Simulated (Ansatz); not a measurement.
Ansatz (a first-principles code) input (CCSD(T)/6-31G*):

Ansatz 0.2 input:
```yaml
crystal:
  periodic: [false, false, false]
  atoms:
    - {symbol: N, position_ang: [-2.06977542, -0.23388660, 0.00984483]}
    - {symbol: Al, position_ang: [-0.33088302, -0.03739010, 0.00157384]}
    - {symbol: Cl, position_ang: [0.50446901, 1.87210676, -0.14774167]}
    - {symbol: Cl, position_ang: [0.91086938, -1.71217218, 0.14100966]}
    - {symbol: H, position_ang: [-2.72876911, 0.52546995, -0.05378815]}
    - {symbol: H, position_ang: [-2.54207641, -1.12108052, 0.07885879]}
basis:
  gaussian:
    orbitals: 6-31G*
magnetization: {spin_polarized: false}
correlation: {method: ccsd_t, electrons: outside_noble_gas}
```

End of the output:

```
16 core orbitals not correlated
reference -33107.34235076 eV, -1216.6723904278 hartree; 12, 12 occupied and 48, 48 virtual orbitals, 694 factors
second order -12.80475527 eV of doubles, -0.00000000 eV of singles
coupled cluster: 0.44 GiB planned
cycle   1  -13.48781135 eV  change   -6.8e-1 eV  update   7.2e-2
cycle   2  -13.75267624 eV  change   -2.6e-1 eV  update   2.1e-2
cycle   3  -13.80787483 eV  change   -5.5e-2 eV  update   1.1e-2
cycle   4  -13.80557706 eV  change    2.3e-3 eV  update   2.8e-3
cycle   5  -13.80443015 eV  change    1.1e-3 eV  update   1.1e-3
cycle   6  -13.80433205 eV  change    9.8e-5 eV  update   3.3e-4
cycle   7  -13.80432872 eV  change    3.3e-6 eV  update   1.1e-4
cycle   8  -13.80436088 eV  change   -3.2e-5 eV  update   2.9e-5
cycle   9  -13.80435671 eV  change    4.2e-6 eV  update   8.2e-6
perturbative correction -0.30949442 eV, -0.0113737102 hartree
Total energy: -33121.45620189 eV, -1217.1910648903 hartree
```
